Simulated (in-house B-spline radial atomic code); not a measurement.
RPA and G0W0 on PBE0: Pr VI (Pr5+)

Configuration [Kr] 4d10 5s2 5p6, mean-field start PBE0. Computed with a B-spline radial code for spherical atoms: all electrons, scalar-relativistic (spin-free one-electron X2C), finite nucleus, each spin shell either full or empty, empty states to l = 9 with an (l + 1/2)⁻⁴ tail; G0W0 by contour deformation at full frequency.

Spin-orbit coupling, left out, splits p levels strongly here.

Command:
```bash
python run_gw.py task.json out
```
Settings (radii: box in bohr, nucleus in fm):
```
Z                        59
electrons                54
configuration            [Kr] 4d10 5s2 5p6
hamiltonian              x2c
method                   pbe0
lmax                     9
rms_radius               4.8919
spin_polarised           False
box_radius               10.43
intervals                67
```

Cost of the run: 3.2 s on 1 thread of Arm Neoverse V2, on a shared host.

Energies (hartree):

```tsv
term	value
mean-field total	-9231.26811
Hartree-Fock functional on these orbitals	-9228.40143
direct second order	-4.9589
second-order exchange	1.3395
SOSEX correction	1.255
```

Q: What is the RPA correlation energy, and what remains with SOSEX?

A: RPA gives -4.3799 hartree (-2.21 eV per electron); RPA + SOSEX gives -3.1249, and the second-order doubles -3.6194 hartree (no singles). RPA lacks exchange-type terms and so overcorrelates at short range.

Quasi-particle levels (eV):

```json
{"level": "5p", "occupied": "yes", "mean field": "-78.79", "Σx - vxc": "-4.32", "Σc": "?", "QP weight": "?", "G0W0": "?"}
{"level": "4f", "occupied": "no", "mean field": "-65.83", "Σx - vxc": "13.27", "Σc": "-6.09", "QP weight": "0.940", "G0W0": "-58.64"}
```

G0W0 = mean field + (Σx - vxc) + Σc, with Σc (partial-wave tail included) taken at the quasi-particle energy. Only the outer levels were computed. Levels of low weight are left out.

Q: Where does G0W0 put 5p?

A: At -83.98 eV, with Σc = -0.88 eV and a quasi-particle weight of 0.925.
